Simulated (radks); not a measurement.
Valence configurations of the dysprosium ion Dy+ (all share [Xe]). Calculated with a radial shooting solver on a logarithmic mesh with Libxc functionals: scalar-relativistic Kohn-Sham, LDA (Slater exchange, Perdew-Wang correlation), spin-polarised, spherical densities, point nucleus; open shells are filled with parallel spins first (spin-orbit coupling, left out, can overturn this in heavy ions). Energies are relative to 4f10 6s1; eigenvalues in eV for spin up.

valence           E (eV)  moment (Bohr magnetons)    e(4f)    e(5d)   e(6p)    e(6s)
4f10 6s1           0.000                        5  -10.971        -       -   -9.455
4f9.5 6s1.5        0.450                        5  -15.141        -       -  -10.121
4f10.5 6s0.5       1.208                        4   -7.469        -       -   -8.550
4f10 6s0.5 6p0.5   1.811                        5  -11.642        -  -6.201   -9.822
4f10 5d1           2.120                        5   -9.304   -6.362       -        -
4f9 6s2            2.369                        5  -19.747        -       -  -10.757
4f9 5d1 6s1        2.512                        7  -17.367   -9.044       -  -10.267
4f11               3.294                        3   -4.864        -       -        -
4f8 5d2 6s1        9.200                        9  -24.593  -10.552       -  -10.890
4f8 6s1 6p2       19.657                        9  -32.326        -  -9.057  -14.082

NIST lists [Xe] 4f10 6s1 as the ground configuration; this level of theory agrees among the configurations tried. The energies are those of spherical high-spin densities, not of single terms.
